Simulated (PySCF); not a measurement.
CaF2, SMILES [F][Ca][F]. Atoms are numbered in the order given.

```xyz
3

Ca     0.0000     0.0000     0.2879
F      0.0000    -1.9004    -0.3199
F      0.0000     1.9004    -0.3199
```
Charge 0, spin multiplicity 1.

Geometry optimised at PBE0-D3(BJ)/def2-TZVP. The isomer is the one that the SMILES or the coordinates give; other isomers of the formula were not compared.

The numbers are results of PySCF with B3LYP/def2-TZVPD, not measurements.

Symmetry labels are those of the subgroup C2v that the program uses (full group C2v).

Computed valence orbital energies around the gap with their symmetry:
```
orbital  symmetry  energy (eV)
-------  --------  -----------
HOMO−7         A1       -28.03
HOMO−6         B2       -26.56
HOMO−5         A1        -9.64
HOMO−4         B2        -9.18
HOMO−3         A2        -9.15
HOMO−2         A1        -8.95
HOMO−1         B1        -8.95
HOMO           B2        -8.71
LUMO           A1        -2.07
LUMO+1         B1        -0.34
LUMO+2         A1        -0.22
LUMO+3         B2         0.38
```
